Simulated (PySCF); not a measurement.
C₂H₆F₂Si, SMILES C[C@@H](F)[SiH2]F. Coordinates come from a PBE-D3(BJ)/def2-SVP optimisation. The structure was generated by enumeration; whether it is a known compound was not checked. The values are those of a single conformer.

Computed equilibrium geometry at PBE-D3(BJ)/def2-SVP (PySCF confirms it by a frequency run) as a Z-matrix (one conformer of several):
```
C
F 1 1.4085
H 1 1.1158 2 107.42
C 1 1.5212 3 109.86 2 119.12
H 4 1.1090 1 110.28 3 -61.42
H 4 1.1091 5 108.06 1 -121.22
H 4 1.1094 5 107.83 6 -116.91
Si 1 1.9062 3 109.59 2 -115.99
F 8 1.6406 1 109.61 3 51.99
H 8 1.5000 9 108.52 1 -119.02
H 8 1.5034 10 111.50 9 118.70
```
